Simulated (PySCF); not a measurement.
**Ni: excitation energy**

Ni [Ar] 3d8 4s2 (3F) → Ni [Ar] 3d10 (1S), as a difference of total energies. Computed with PySCF 2.14 in x2c-TZVPPall (6s5p4d2f1g, 64 functions), with the spin-free X2C one-electron Hamiltonian (Gaussian nucleus). Correlated levels: valence: [Ar] frozen; valence and next inner shell: [Ne] frozen. The calculations carry no spin-orbit coupling.

```csv
method,excitation energy (eV)
UHF,6.311
LDA,0.501
PBE,1.144
PBE0,2.221
r2SCAN,2.350
MN15,0.760
B2PLYP,1.520
BP86,1.171
HSE06,2.279
MP2 (valence),0.041
SCS-MP2 (valence),0.894
MP2 (valence and next inner shell),-1.230
SCS-MP2 (valence and next inner shell),-0.086
```

Task: How much does correlation contribute at MP2 (valence and next inner shell)?

Result: -1.230 − (6.311) = -7.541 eV, measured against UHF.

A first-order spin-orbit estimate (lowest level to lowest level, LS coupling) adds 0.125 eV.
